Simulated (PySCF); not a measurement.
# Basis and Hamiltonian dependence of the electron affinity of Cu

Cu⁻ [Ar] 3d10 4s2 (1S) → Cu [Ar] 3d10 4s1 (2S). All values are computed (PySCF 2.14, energy differences of UHF-based or UKS calculations, no spin-orbit coupling). Values in eV.

```
                                                                               basis       Hamiltonian  functions     UHF    PBE   PBE0  MP2 (valence)  CCSD(T) (valence)  CCSD(T) (valence and next inner shell)
                                                        aug-cc-pVDZ-PP with ECP10MDF               ECP         54  -0.006  1.350  1.063          0.810              1.114                                     n/a
                                                                      aug-cc-pVDZ-DK     spin-free X2C         59   0.012  1.399  1.096          0.871              1.181                                     n/a
                                                                        ANO-RCC-VTZP     spin-free X2C         59  -0.054  1.165  0.951          0.714              0.999                                   1.016
                                                                         def2-TZVPPD  non-relativistic         67  -0.279  1.139  0.868          0.646              0.929                                   0.931
                                                      aug-cc-pwCVDZ-PP with ECP10MDF               ECP         70   0.006  1.346  1.065          0.829              1.129                                     n/a
                   x2c-TZVPPall with one added diffuse shell each of s, p, d, f type     spin-free X2C         80   0.014  1.394  1.089          0.883              1.194                                   1.203
                                                                      aug-cc-pVTZ-DK     spin-free X2C         93   0.010  1.379  1.082          0.872              1.182                                     n/a
                                                                         def2-QZVPPD  non-relativistic        100  -0.117  1.237  0.961          0.815              1.087                                     n/a
                                                                          dyall-av2z  non-relativistic        101   0.003  1.294  1.019          0.792              1.117                                     n/a
aug-cc-pVTZ-PP with one added diffuse shell each of s, p, d, f, g type with ECP10MDF               ECP        113   0.015  1.368  1.071          0.898                n/a                                     n/a
                                                      aug-cc-pwCVTZ-PP with ECP10MDF               ECP        122   0.007  1.357  1.068          0.873                n/a                                     n/a
                                                                    aug-cc-pwCVTZ-DK     spin-free X2C        127   0.010  1.379  1.082          0.873                n/a                                     n/a
                                                        aug-cc-pVQZ-PP with ECP10MDF               ECP        135   0.009  1.362  1.068          0.893                n/a                                     n/a
            aug-cc-pwCVTZ-DK with one added diffuse shell each of s, p, d, f, g type     spin-free X2C        152   0.018  1.394  1.089          0.903                n/a                                     n/a
```

Frozen in the all-electron rows: valence: [Ar]; valence and next inner shell: [Ne]; with a core potential, the same shells as far as they lie outside it.

Non-relativistic rows lack the scalar-relativistic shift.

In most of these bases the highest occupied level of the anion is positive at PBE, PBE0, so the basis helps to hold the electron.

Reference for a calculation without spin-orbit coupling: 1.236 eV (measured; photodetachment measurements, as compiled on the Wikipedia data page of electron affinities).
